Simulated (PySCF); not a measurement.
## Structure from 2D NMR

Compound of formula C7H10F2O. Correlations simulated from computed shifts and the bond graph:

HSQC (one-bond C–H):
```csv
δH,δC
2.60,41.2
2.17,41.2
1.97,28.4
1.66,30.4
0.90,13.7
```

COSY cross peaks (H two or three bonds apart, from the bond graph; peaks can be absent where the dihedral angle is near 90°):
```csv
δH,δH
2.60,2.17
2.60,1.97
2.17,1.97
1.97,1.66
1.66,0.90
```

HMBC (two and three bonds, from the bond graph; two-bond peaks within aromatic rings are usually weak or absent):
```csv
δH,δC
2.60,"175.6, 91.0, 41.2, 30.4, 28.4"
2.17,"175.6, 91.0, 41.2, 30.4, 28.4"
1.97,"91.0, 41.2, 30.4, 13.7"
1.66,"41.2, 28.4, 13.7"
0.90,"30.4, 28.4"
```

Carbons without hydrogens: δ 175.6, 91.0.

- shieldings: GIAO B3LYP/pcSseg-1
- PBE0-D3(BJ)/def2-SVP structure
- run in PySCF
- isolated molecule, non-relativistic, one computed conformer, one averaged value for each set of equivalent atoms

δ = σ(ref) − σ, references computed at the same level: 1H (31.38 ppm), 13C (179.24 ppm) vs TMS.

Exchangeable hydrogens are left out of these lists.

Q: Which molecule is this?

A: SMILES O=C([C@]1(F)C[C@H](CC)C1)F.

Atom-mapped SMILES (the numbers label the heavy atoms): `[CH3:1][CH2:2][C@H:3]1[CH2:4][C@@:5]([F:6])([C:7](=[O:8])[F:9])[CH2:10]1`. Each H is labelled by its parent atom. Ha(C4), Ha(C10) are cis to C2 on the ring; Hb(C4), Hb(C10) are trans to C2 on the ring.

- δC 175.6 is C7, a carbonyl carbon.
- δC 91.0 is C5, a fully substituted sp3 carbon bonded to F, α to a carbonyl.
- δC 41.2 is C4/C10, an sp3 CH2 in a ring (δH 2.60, 2.17).
- δC 30.4 is C2, an sp3 CH2 (δH 1.66).
- δC 28.4 is C3, an sp3 CH in a ring (δH 1.97).
- δC 13.7 is C1, a methyl carbon (δH 0.90).
- HMBC from δH 2.60 reaches the proton-free carbons C7, C5.
- HMBC from δH 2.17 reaches the proton-free carbons C7, C5.
- HMBC from δH 1.97 reaches the proton-free carbon C5.
- COSY links 2.60–2.17, 2.60–1.97, 2.17–1.97, 1.97–1.66, 1.66–0.90.

The shifts were computed for this structure. Such data don't tell enantiomers apart.

Shifts are as computed. Against solution values, carbons near 30 ppm lie about +2 ppm off and those near 130 ppm about +6 ppm (rms about the fit 1.1 ppm; single classes can miss by 10 ppm). Of 1328 compounds with measured shifts, 309 miss one by over three times the rms of a fit or turn the order of signals round; such compounds aren't used in these exercises. Signals without a measured value on file couldn't be tested in this way.
